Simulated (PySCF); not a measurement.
**A PySCF run on TlS⁻**

State: ¹Σ⁺ (singlet), closed shell.

An equivalent input (the run itself took its basis sets from the Basis Set Exchange, started from a PBE0 density and held the occupation σ 9α 9β, πx 4α 4β, πy 4α 4β, δx 1α 1β, δy 1α 1β):

```python
from pyscf import gto, scf, cc
mol = gto.M(atom='Tl 0 0 0; S 0 0 2.43', basis={'Tl': 'def2-SVPD', 'S': 'def2-SVPD'}, ecp={'Tl': 'def2-SVPD'},
            charge=-1, spin=0, verbose=4, symmetry='C2v')
mf = scf.RHF(mol)
mf.irrep_nelec = {'A1': 20, 'A2': 2, 'B1': 8, 'B2': 8}
mf.conv_tol = 1e-9
mf.max_cycle = 60
mf.diis_space = 10
mf.kernel()
mycc = cc.CCSD(mf, frozen=[0, 1, 2, 3, 4, 5, 6, 7, 8, 57, 58])
mycc.run(conv_tol=1e-7, conv_tol_normt=1e-5, max_cycle=80, diis_space=8)
et = mycc.ccsd_t()
```

The SCF ended at -568.99001535 hartree. The coupled-cluster part of the log:

```
******** <class 'pyscf.cc.ccsd.CCSD'> ********
CC2 = 0
CCSD nocc = 10, nmo = 48
frozen orbitals [0, 1, 2, 3, 4, 5, 6, 7, 8, 57, 58]
max_cycle = 80
direct = 0
conv_tol = 1e-07
conv_tol_normt = 1e-05
diis_space = 8
diis_start_cycle = 0
diis_start_energy_diff = 1e+09
Init t2, MP2 energy = -569.218994077408  E_corr(MP2) -0.228978729749324
Init E_corr(CCSD) = -0.228978729752129
cycle = 1  E_corr(CCSD) = -0.23414380040162  dE = -0.00516507065  norm(t1,t2) = 0.0819659
cycle = 2  E_corr(CCSD) = -0.243427379164917  dE = -0.00928357876  norm(t1,t2) = 0.032142
cycle = 3  E_corr(CCSD) = -0.243308066213205  dE = 0.000119312952  norm(t1,t2) = 0.0255808
cycle = 4  E_corr(CCSD) = -0.245265607076685  dE = -0.00195754086  norm(t1,t2) = 0.010234
cycle = 5  E_corr(CCSD) = -0.245309715699486  dE = -4.41086228e-05  norm(t1,t2) = 0.00326974
cycle = 6  E_corr(CCSD) = -0.245164196494257  dE = 0.000145519205  norm(t1,t2) = 0.00181271
cycle = 7  E_corr(CCSD) = -0.24513972501886  dE = 2.44714754e-05  norm(t1,t2) = 0.000429515
cycle = 8  E_corr(CCSD) = -0.245160956294745  dE = -2.12312759e-05  norm(t1,t2) = 0.000197802
cycle = 9  E_corr(CCSD) = -0.245165075560516  dE = -4.11926577e-06  norm(t1,t2) = 6.33475e-05
cycle = 10  E_corr(CCSD) = -0.245163016057697  dE = 2.05950282e-06  norm(t1,t2) = 2.74924e-05
cycle = 11  E_corr(CCSD) = -0.245162595958557  dE = 4.20099139e-07  norm(t1,t2) = 1.14275e-05
cycle = 12  E_corr(CCSD) = -0.245162675173415  dE = -7.92148572e-08  norm(t1,t2) = 2.71084e-06
CCSD converged
E(CCSD) = -569.2351780228321  E_corr = -0.2451626751734146
CCSD(T) correction = -0.0137972855440206
```

T1 diagnostic 0.023, D1 0.065, 20 electrons correlated, 2 of the virtual orbitals (those above 20 hartree) left out.

Repeating this along the bond gives Re = 2.463 Å and ωe = 327 cm⁻¹.

A point of this curve took 3 CPU seconds beside 0.19 for the integrals, on Arm Neoverse V1 (shared host).

Correlated steps freeze 9 core orbitals. Spin–orbit coupling is left out, which matters for elements this heavy, above all for dissociation energies. The CCSD T1 diagnostic is raised, a sign that a single reference may not be enough here.
